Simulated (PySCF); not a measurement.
Input for PySCF:
```python
from pyscf import gto, scf, dft

mol = gto.Mole()
mol.atom = '''
    Si   -1.05846784    0.09179922    0.22155758
    P     1.09953350   -0.07240592   -0.33991659
    H    -1.78374110   -0.88506019   -0.58934952
    H    -1.47836332    1.45493704   -0.09998404
    H    -1.30634760   -0.17269873    1.64099048
    H     1.32050240   -1.26744102    0.31993206
    H     1.57349692    0.67116259    0.72535376
'''
mol.basis = 'def2-svp'
mol.verbose = 4
mol.build()

mf = dft.RKS(mol)
mf.xc = 'r2scan'
mf.kernel()
```

**Question.** What does this run give for the number of basis functions, dipole moment, total energy, HOMO energy, nuclear repulsion energy, Mulliken (on the basis functions themselves) charges in atom order?

**Answer.** 
- number of basis functions = 61
- dipole moment = 0.97 D
- total energy = -633.580445 Ha
- HOMO energy = -6.60 eV
- nuclear repulsion energy = 91.4630 Eh
- Mulliken (on the basis functions themselves) charges in atom order = Si1 0.28, P2 -0.14, H3 -0.06, H4 -0.06, H5 -0.06, H6 0.02, H7 0.02
